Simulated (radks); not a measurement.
The table gives one normalised radial function P(r) = r R(r) of Ti20+ in [He] (r in bohr). Method: scalar-relativistic Kohn-Sham, AM05, spin-polarised, spherical densities, point nucleus; computed with a radial shooting solver on a logarithmic mesh with Libxc functionals.

r             P
0.002865  0.5676
0.003336  0.6527
0.003883  0.7492
0.004521  0.8584
0.005263  0.9812
0.006127  1.1186
0.007132  1.2713
0.008303  1.4396
0.009666  1.6233
0.01125   1.8215
0.0131    2.0323
0.01525   2.2526
0.01775   2.4775
0.02067   2.7007
0.02406   2.9135
0.02801   3.1053
0.03261   3.2636
0.03796   3.3746
0.0442    3.4239
0.05145   3.3984
0.05942   3.2962
0.06917   3.1013
0.08053   2.8198
0.09375   2.4641
0.1091    2.0561
0.1271    1.6260
0.1479    1.2082
0.1722    0.8349
0.2005    0.5303
0.2334    0.3053
0.2717    0.1568

Which n and l does it have? It may be an empty orbital.

Answer. n = 1, l = 0: the number of nodes gives n - l - 1 = 0, the rise at small r (about r^(l+1)) gives l, and the extent must fit the shell. The curve is that of 1s. 1s: eigenvalue -6103.3 eV, 0 radial nodes, <r> = 0.0689 bohr, 90 % of the charge inside 0.123 bohr.
